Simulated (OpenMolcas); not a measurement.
**Co+: from CASSCF to CASPT2**

| Property | Result |
| --- | --- |
| Program | OpenMolcas |
| Basis | ANO-L-VTZP [6s5p3d2f1g] |
| Scalar Hamiltonian | non-relativistic, point nucleus |
| Active space | 8 electrons in 5 orbitals (3d) |
| State averaging | 2S+1 = 3 even, 10 roots; 2S+1 = 1 even, 15 roots |
| Spin-orbit coupling | state interaction with AMFI integrals over the reference wave functions, term energies averaged over their components |

Methods on the same reference wave functions:
A. CASSCF
B. SS-CASPT2, IPEA 0.25 Eh, imaginary shift 0.1 Eh (closed shells correlated: 3s 3p)

Energies in cm-1 above 3d8 3F4, the measured ground level; measured values from NIST Handbook of Basic Atomic Spectroscopic Data.

| Level | A | B | Measured |
| --- | --- | --- | --- |
| 3d8 3F4 | 0.0 | 0.0 | 0.0 |
| 3d8 3F3 | 972 | 974 | 950 |
| 3d8 3F2 | 1651 | 1634 | 1597 |
| 3d8 1D2 | 14619 | 10630 |  |
| 3d8 3P2 | 17737 | 13860 |  |
| 3d8 3P1 | 18054 | 14180 |  |
| 3d8 3P0 | 18257 | 14370 |  |
| 3d8 1G4 | 22689 | 19040 |  |
| 3d8 1S0 | 54760 | 43590 |  |

Deviations, from unrounded energies. A percentage is the sum of absolute deviations over the sum of measured energies, with the sign that they share, or ± where signs differ.

```csv
Against measurement,Levels,A,B
mean absolute deviation (cm-1),2,38,30
fine structure of the ground term (%),2,+3.0,+2.4
```

B lies closest to measurement on these levels. The largest miss of B in the table is 3d8 3F2, by +37 cm-1. The ranking rests on the paired levels alone, and a cruder setting can come out closer through cancelling errors.

From A to B the spin-free energies of the other terms of 3d8 shown, above 3F, scale by factors of 0.71 to 0.83, as is usual when dynamic correlation screens the repulsion within a d or f shell.

The lowest spin-free term lies below A's lowest term by 0.619 hartree in B.

CASPT2 breaks the degeneracy within a term, and the mean is taken; among the terms shown or strongly mixed into the levels shown the widest spread is 1000 cm-1 (3d8 1G, B). Without dynamic correlation excited terms often stand tens of per cent too high (terms of higher spin than the ground term too low), and those without a measured partner can miss by more than the paired ones (holds for A). Measured partners are found by configuration, term and J. A level has none where our copy of the source lacks it or the pairing is in doubt (some pairs that miss far off the trend of their configuration count as doubtful), and it then counts in no deviation. Levels of configurations outside the active space are missing.
